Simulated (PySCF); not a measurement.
Bond curve of NbN

Set-up: Nb def2-TZVPP with ECP28, N def2-TZVPP; scalar-relativistic core potentials (PySCF 2.14). Energies in eV from Nb (4d4 5s1) + N in their ground configurations at the same level. State: ³Δ (triplet), unpaired electrons σ ↑, δ ↑.

```json
{"R (Å)": "1.411", "PBE": "-4.430", "r²SCAN": "-3.572"}
{"R (Å)": "1.477", "PBE": "-5.703", "r²SCAN": "-4.813"}
{"R (Å)": "1.542", "PBE": "-6.464", "r²SCAN": "-5.544"}
{"R (Å)": "1.592", "PBE": "-6.775", "r²SCAN": "-5.833"}
{"R (Å)": "1.641", "PBE": "-6.911", "r²SCAN": "-5.947"}
{"R (Å)": "1.690", "PBE": "-6.907", "r²SCAN": "-5.922"}
{"R (Å)": "1.756", "PBE": "-6.735", "r²SCAN": "-5.726"}
{"R (Å)": "1.838", "PBE": "-6.334", "r²SCAN": "-5.306"}
{"R (Å)": "1.936", "PBE": "-5.690", "r²SCAN": "-4.686"}
{"R (Å)": "2.068", "PBE": "-4.752", "r²SCAN": "-3.875"}
```

Q: Put a parabola through the three lowest points of the PBE curve and estimate Re, k and ωe (reduced mass 12.17 u; 1 eV/Å² = 0.16022 mdyn/Å; ωe = 1302.8·√(k/μ) cm⁻¹).

A: Through R = 1.592, 1.641, 1.69 Å the second-order coefficient is 29.2 eV/Å², so Re ≈ 1.664 Å, k ≈ 9.34 mdyn/Å and ωe ≈ 1141 cm⁻¹. A polynomial fit of higher order to the unrounded PBE energies gives Re = 1.664 Å, k = 8.25 mdyn/Å, ωe = 1073 cm⁻¹; anharmonicity and rounding make the difference.

The higher-order fit for each curve: PBE: Re = 1.664 Å, ωe = 1073 cm⁻¹, De = 6.92 eV; r²SCAN: Re = 1.655 Å, ωe = 1090 cm⁻¹, De = 5.95 eV.

The metal atom is held in its measured ground configuration; semilocal functionals can put another filling of s and d lower by some tenths of an eV, and De to that atom would be smaller. ⟨S²⟩ of the unrestricted solution departs from its pure value on part of the curve, where spin states mix. These are scalar-relativistic numbers at best; spin–orbit coupling would shift them, the dissociation energy most. With d or f electrons several states lie close, and the lowest PBE0 determinant need not be the measured ground state.
